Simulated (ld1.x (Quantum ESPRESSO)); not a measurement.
## Hf (Z = 72): excitation energies, all-electron against TM

```
Element                 : hafnium
Generator               : ld1.x (Quantum ESPRESSO) 7.5
Type                    : norm-conserving Troullier–Martins (Kleinman–Bylander form)
Functional              : LDA (PZ)
Relativity              : fully relativistic
Frozen core             : [Xe] 4f14
Valence charge          : 4
Reference configuration : 5d2 6s1.5 6p0 (charge +0.5)
Partial waves           : 6s (bound): rc 2.25 bohr; 5d (bound): rc 2.75 bohr; 6p (bound, empty): rc 3.45 bohr
Local potential         : the p channel
Core correction         : a·sin(br)/r model core inside 1.35 bohr
```

Open shells are filled in proportion to 2j + 1 (rel_dist='average').

Energies are relative to the spin-unpolarised reference configuration 5d2 6s1.5 6p0; without spin polarisation the order of configurations can differ from experiment. The p channel is local and has no spin–orbit splitting in the pseudo-atom.

Question: Give the all-electron excitation energy and the error of the potential for: 5d2 6s2 6p0; 5d2 6s1 6p0; 5d2 6s0 6p0; 5d2 6s0 6p1; 5d2 6s1 6p1; 5d1 6s2 6p1; 5d2.5 6s1.5 6p0.

Answer:

```json
{"valence configuration": "5d2 6s2 6p0", "charge": "0", "ΔE all-electron (eV)": "-3.350", "error AE − PS (meV)": "-1.0"}
{"valence configuration": "5d2 6s1 6p0", "charge": "+1", "ΔE all-electron (eV)": "4.850", "error AE − PS (meV)": "-1.8"}
{"valence configuration": "5d2 6s0 6p0", "charge": "+2", "ΔE all-electron (eV)": "19.351", "error AE − PS (meV)": "-41"}
{"valence configuration": "5d2 6s0 6p1", "charge": "+1", "ΔE all-electron (eV)": "9.602", "error AE − PS (meV)": "-41"}
{"valence configuration": "5d2 6s1 6p1", "charge": "0", "ΔE all-electron (eV)": "0.533", "error AE − PS (meV)": "-23"}
{"valence configuration": "5d1 6s2 6p1", "charge": "0", "ΔE all-electron (eV)": "-1.296", "error AE − PS (meV)": "-106"}
{"valence configuration": "5d2.5 6s1.5 6p0", "charge": "0", "ΔE all-electron (eV)": "-2.105", "error AE − PS (meV)": "-11"}
```

Levels in the configuration 5d2.5 6s1.5 6p0:

| level | all-electron (eV) | pseudo (eV) |
| --- | --- | --- |
| 5d j=3/2 | -2.742 | -2.703 |
| 5d j=5/2 | -2.314 | -2.279 |
| 6s j=1/2 | -5.071 | -5.074 |
